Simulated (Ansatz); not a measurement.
System: sum formula BN2H4Cl, net charge 0, singlet state. 
Geometry from a B3LYP-D3(BJ)/def2-TZVP (Ansatz, a quantum-chemistry and plane-wave program) optimisation:
```xyz
8

B      0.0377    -0.3799     0.2317
Cl    -0.1142     1.1521    -0.7027
N      1.3276    -0.9079     0.4162
N     -1.1419    -0.9641     0.7256
H      1.5145    -1.7558     0.9220
H      2.1444    -0.4576     0.0458
H     -1.1603    -1.8167     1.2571
H     -2.0442    -0.5528     0.5705
```

Wanted: atomisation energy (electronic, to ground-state atoms), in kcal/mol. Cores are frozen in the correlated levels unless marked. UHF or UKS for open shells. Spin-orbit coupling is left out. Non-relativistic. The coupled-cluster limit lacks core correlation, which all-electron functionals hold. CBS marks a two-point X^-3 extrapolation of the correlation energy; Hartree-Fock from the larger set.

| level | program | atomisation energy (kcal/mol) |
|---|---|---|
| SVWN5/def2-TZVPD | Ansatz | ? |
| B2PLYP-D3(BJ)/def2-TZVPD | Ansatz + dftd3 | 715.9 |
| RPA@PBE/cc-pV(T+d)Z | Ansatz | ? |
| CCSD(T)/CBS(cc-pV(T+d)Z,cc-pV(Q+d)Z) | Ansatz | 718.2 |

Question: What belongs in the gaps?

Answer: 
- SVWN5/def2-TZVPD, atomisation energy (kcal/mol): 829.9
- RPA@PBE/cc-pV(T+d)Z, atomisation energy (kcal/mol): 668.5
